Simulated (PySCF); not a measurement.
SbMe2I, C₂H₆ISb.
Structure used (PBE0-D3(BJ)/def2-SVP), in Å, numbered top down from 1:
```
atom  x, y, z in Å
Sb1   -0.274   -0.537    1.179
C2     1.543   -0.531   -0.001
H3     1.295   -0.542   -1.071
H4     2.151   -1.412    0.247
H5     2.110    0.381    0.240
C6    -1.186    1.073    0.052
H7    -2.268    1.087    0.239
H8    -1.000    0.932   -1.022
H9    -0.749    2.027    0.384
I10   -1.498   -2.555   -0.241
```

Method used: PBE0-D3(BJ)/def2-SVP geometry optimisation, gas phase, def2 core potentials past Kr in PySCF.

Which atoms are bound to Sb1, and at what distances?

3 atoms: C2 2.167 Å, C6 2.167 Å, I10 2.754 Å. The nearest atom not counted as bound is H5, at 2.72 Å (others tie with it).

List the angles at Sb1.

| angle | degrees | distance of the outer atoms (Å) |
| --- | --- | --- |
| C2–Sb1–I10 | 95.4 | 3.66 |
| C6–Sb1–I10 | 95.1 | 3.65 |
| C2–Sb1–C6 | 93.9 | 3.17 |

What is the shape at Sb1?

Pyramidal: angles 95.4°, 95.1° and 93.9°, sum 284.4°, 1.23 Å off the plane of its three neighbours.

What are the other bond lengths?

C2–H3 and 5 like bonds 1.099 Å.

What are the rotational constants (commonest isotopes, rigid rotor)?

A = 3684, B = 833.1, C = 796.9 MHz: a near-prolate asymmetric top.

Point group: near Cs, missed by 0.13 Å at most; the miss may be what the optimiser left on a soft mode. Charge 0, singlet. No PBE0-D3(BJ)/def2-SVP frequencies stand behind this structure, so it isn't proved a minimum.
